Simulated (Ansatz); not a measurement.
CH₃NH₂ and `[CH3][SbH2]` differ in one element.

Ansatz, PBE0-D4/def2-TZVP geometries, multiplicity 1. 

Elements past krypton have def2 core potentials.

```csv
property,CH₃NH₂
HOMO energy (ωB97M-V/def2-TZVPP) / eV,-9.22
LUMO energy (ωB97M-V/def2-TZVPP) / eV,2.54
size of the dipole moment (B3LYP/def2-TZVPP) / D,1.30
HOMO energy (PBE/def2-TZVPP) / eV,-5.27
LUMO energy (B3LYP/def2-TZVPP) / eV,0.78
HOMO–LUMO gap (PBE0/def2-TZVPP) / eV,7.96
```

What does the change do to each property? (Estimate.)

Computed: 
| property | `[CH3][SbH2]` | shift |
| --- | --- | --- |
| HOMO energy (ωB97M-V/def2-TZVPP) / eV | -9.13 | 0.09 |
| LUMO energy (ωB97M-V/def2-TZVPP) / eV | 1.34 | -1.20 |
| size of the dipole moment (B3LYP/def2-TZVPP) / D | 0.73 | -0.57 |
| HOMO energy (PBE/def2-TZVPP) / eV | -6.03 | -0.76 |
| LUMO energy (B3LYP/def2-TZVPP) / eV | -0.46 | -1.24 |
| HOMO–LUMO gap (PBE0/def2-TZVPP) / eV | 6.83 | -1.13 |

With PBE0 the HOMO falls by 0.25 eV and the LUMO falls by 1.37 eV, so the gap narrows by about 1.12 eV. PBE moves the HOMO by -0.76 eV and ωB97M-V by 0.09 eV. Dipoles are sizes alone; their direction can turn.

B3LYP here is the variant with VWN-RPA as its local correlation; programs differ in this.

Spin–orbit coupling is left out; it splits and shifts lone-pair levels of the heavy atoms by tenths of an eV.
